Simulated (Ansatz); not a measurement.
## What each rung costs, and what it gives

The pair of N$_{2}$ (SMILES N#N, atoms 1–2) and GeH$_{4}$ (SMILES [GeH4], atoms 3–7), both closed shells, in one local arrangement (a lower one may exist), relaxed at PBE0-D4/def2-TZVP:

```
atom    x (Å)    y (Å)    z (Å)
  N1  -1.1744   0.2792  -3.2163
  N2  -0.6437   0.6167  -2.3268
 Ge3   0.3639  -0.1778   1.1077
  H4   0.2086  -1.4037   0.1978
  H5   1.4881   0.7184   0.5735
  H6   0.7105  -0.6416   2.5294
  H7  -0.9530   0.6088   1.1350
```

Interaction energies are counterpoise-corrected; the time is that of the whole pair.

Computed with Ansatz 0.2.0 (basis: as named in each row); correlated methods freeze the cores. Filled d shells of the heavier atoms are correlated. The def2 sets are not built for correlating such inner shells, so the correlated values are less sure here. B3LYP uses VWN-RPA correlation. Extrapolation: Hartree–Fock as exp(−7.88 √X), correlation as X^−2.97.

Times are rough, for one single point on 4 threads of a shared host (Arm Neoverse V1).

The estimate by CCSD(T) at an estimated basis limit (MP2 extrapolated from triple and quadruple zeta, plus CCSD(T) − MP2 in triple zeta) is -2.4 kJ/mol.

```json
{"method": "HF", "basis": "STO-3G", "time (s)": "under 1", "interaction energy (kJ/mol)": "0.6", "method less estimate": "3.0"}
{"method": "PBE-D4", "basis": "STO-3G", "time (s)": "under 1", "interaction energy (kJ/mol)": "-1.6", "method less estimate": "0.8"}
{"method": "SPW92", "basis": "def2-SVP", "time (s)": "under 1", "interaction energy (kJ/mol)": "-3.9", "method less estimate": "-1.5"}
{"method": "B3LYP-D4", "basis": "6-31G", "time (s)": "under 1", "interaction energy (kJ/mol)": "-1.7", "method less estimate": "0.7"}
{"method": "PBE-D4", "basis": "def2-SVP", "time (s)": "under 1", "interaction energy (kJ/mol)": "-2.6", "method less estimate": "-0.2"}
{"method": "PBE0-D4", "basis": "def2-SVP", "time (s)": "under 1", "interaction energy (kJ/mol)": "-2.5", "method less estimate": "-0.1"}
{"method": "revPBE-D4", "basis": "def2-TZVPPD", "time (s)": "1", "interaction energy (kJ/mol)": "-0.6", "method less estimate": "1.8"}
{"method": "PBE-D4", "basis": "def2-TZVPPD", "time (s)": "1", "interaction energy (kJ/mol)": "-2.5", "method less estimate": "-0.1"}
{"method": "BLYP-D4", "basis": "def2-TZVPPD", "time (s)": "1", "interaction energy (kJ/mol)": "-0.6", "method less estimate": "1.8"}
{"method": "HSE06-D4", "basis": "def2-TZVPPD", "time (s)": "2", "interaction energy (kJ/mol)": "-2.3", "method less estimate": "0.1"}
{"method": "CCSD(T)", "basis": "def2-SVP", "time (s)": "2", "interaction energy (kJ/mol)": "-0.9", "method less estimate": "1.5"}
{"method": "r2SCAN-D4", "basis": "def2-TZVPPD", "time (s)": "2", "interaction energy (kJ/mol)": "-1.7", "method less estimate": "0.8"}
{"method": "B3LYP-D4", "basis": "def2-TZVPPD", "time (s)": "3", "interaction energy (kJ/mol)": "-1.4", "method less estimate": "1.0"}
{"method": "wB97M-V", "basis": "def2-SVP", "time (s)": "3", "interaction energy (kJ/mol)": "-2.6", "method less estimate": "-0.2"}
{"method": "B2PLYP", "basis": "def2-TZVPPD", "time (s)": "3", "interaction energy (kJ/mol)": "-0.3", "method less estimate": "2.1"}
{"method": "PBE0-D4", "basis": "def2-TZVPPD", "time (s)": "4", "interaction energy (kJ/mol)": "-2.3", "method less estimate": "0.1"}
{"method": "B97M-V", "basis": "def2-TZVPPD", "time (s)": "4", "interaction energy (kJ/mol)": "-2.5", "method less estimate": "-0.1"}
{"method": "wB97X-V", "basis": "def2-TZVPPD", "time (s)": "6", "interaction energy (kJ/mol)": "-2.6", "method less estimate": "-0.2"}
{"method": "wB97M-V", "basis": "def2-TZVPPD", "time (s)": "6", "interaction energy (kJ/mol)": "-2.4", "method less estimate": "0.0"}
{"method": "MP2", "basis": "def2-QZVPPD", "time (s)": "18", "interaction energy (kJ/mol)": "-2.6", "method less estimate": "-0.2"}
{"method": "CCSD(T)", "basis": "def2-TZVPPD", "time (s)": "49", "interaction energy (kJ/mol)": "-2.0", "method less estimate": "0.4"}
```

T1 diagnostic: at most 0.014.
